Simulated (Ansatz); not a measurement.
`BN([SiH3])[SiH3]` + `O[SiH2]S` → `BO[SiH2]S` + `[SiH3]N[SiH3]`  (ligand exchange at a B–N bond)

Calculated with Ansatz (gas phase, PBE0-D4/def2-TZVP geometries, no zero-point term in ΔE). CBS: MP2 limit from def2 TZ/QZ plus the TZ coupled-cluster correction, frozen cores. This one scheme is used for every species. Functionals use def2-TZVPP. B3LYP here is the variant with VWN-RPA as its local correlation; programs differ in this. Each species was taken in one conformer, which may not be the lowest.

| level | ΔE (kJ/mol) | difference from CCSD(T)/CBS |
| --- | --- | --- |
| BLYP-D4 | -8.6 | -1.7 |
| r2SCAN-D4 | -7.3 | -0.4 |
| B97M-V | -12.5 | -5.6 |
| r2SCAN0-D4 | -8.4 | -1.5 |
| BHLYP-D4 | -13.8 | -6.9 |
| CAM-B3LYP-D4 | -13.2 | -6.3 |
| ωB97M-V | -8.0 | -1.1 |
| PBE-QIDH | -7.1 | -0.2 |
| revPBE | -7.9 | -1.0 |
| r2SCAN | -7.8 | -0.9 |
| B3LYP | -14.8 | -7.9 |
| r2SCAN0 | -9.0 | -2.1 |
| RPA@PBE/def2-TZVPP | -8.4 | -1.5 |
| HF/def2-SVP | -28.4 | -21.5 |
| HF/def2-TZVPP | -24.7 | -17.8 |
| CCSD(T)/def2-TZVPP | -7.1 | -0.2 |
| CCSD(T)/CBS | -6.9 | 0 |

Largest T1 diagnostic among the species: 0.013.

From BLYP to BHLYP (50 % exact exchange), in def2-TZVPP and without D4, ΔE moves by −3.3 kJ/mol. At CCSD(T), def2-SVP lies −8.2 kJ/mol from the extrapolated value and def2-TZVPP −0.2 kJ/mol. In def2-TZVPP, CCSD(T) changes the Hartree–Fock value by +17.6 kJ/mol (the triples alone add +2.7 kJ/mol) and MP2 by +19.3 kJ/mol.
